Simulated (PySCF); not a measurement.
## P(2+): excitation energy

P(2+) [Ne] 3s2 3p1 (2P) → P(2+) [Ne] 3s2 4s1 (2S), as a difference of total energies. All numbers are calculated (PySCF 2.14, the non-relativistic Hamiltonian (point nucleus), in aug-cc-pV(D+d)Z (5s4p3d, 32 functions)). Correlated levels: valence: [Ne] frozen. The calculations carry no spin-orbit coupling.

```
           method  excitation energy (cm⁻¹)
              UHF                    118110
              LDA                    118210
              PBE                    119050
             PBE0                    119830
           r2SCAN                    122140
        BHandHLYP                    119580
           M06-2X                    115530
             PW91                    119430
    MP2 (valence)                    117290
SCS-MP2 (valence)                    117450
```

A first-order spin-orbit estimate (lowest level to lowest level, LS coupling) adds 0.040 eV.

The promoted electron is Rydberg-like, and one or two diffuse shells describe it only roughly, which tends to raise the upper state.
